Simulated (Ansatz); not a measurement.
Start from `[CH3][Hf]([OH])([OH])[Br]` and change one atom or group to get `[CH3][Hf]([OH])([OH])[OH]`.

Ansatz, PBE0-D4/def2-TZVP geometries, multiplicity 1. Each molecule was computed in one conformer, which needn't be the lowest.

Elements past krypton have def2 core potentials. Scalar relativity is left out up to krypton.

```tsv
property	`[CH3][Hf]([OH])([OH])[Br]`
HOMO energy (PBE0/def2-TZVPP) / eV	-7.70
HOMO energy (B3LYP/def2-TZVPP) / eV	-7.45
ideal-gas entropy at 298 K and 1 bar (rigid rotor, harmonic PBE0-D4/def2-TZVP) / J/(mol·K)	426
size of the dipole moment (ωB97M-V/def2-TZVPP) / D	3.58
HOMO–LUMO gap (PBE0/def2-TZVPP) / eV	7.21
LUMO energy (PBE/def2-TZVPP) / eV	-1.36
```

What does the change do to each property? (An estimate is asked.)

The calculation gave: 
```csv
property,`[CH3][Hf]([OH])([OH])[OH]`,shift
HOMO energy (PBE0/def2-TZVPP) / eV,-7.20,0.50
HOMO energy (B3LYP/def2-TZVPP) / eV,-6.97,0.48
"ideal-gas entropy at 298 K and 1 bar (rigid rotor, harmonic PBE0-D4/def2-TZVP) / J/(mol·K)",411,-15
size of the dipole moment (ωB97M-V/def2-TZVPP) / D,2.42,-1.16
HOMO–LUMO gap (PBE0/def2-TZVPP) / eV,7.24,0.03
LUMO energy (PBE/def2-TZVPP) / eV,-0.65,0.71
```

The zero-point energy changes by 29.7 kJ/mol with +3 modes. Dipoles are sizes alone; their direction can turn.

B3LYP here is the variant with VWN-RPA as its local correlation; programs differ in this.

Spin–orbit coupling is left out; it splits and shifts lone-pair levels of the heavy atoms by tenths of an eV.
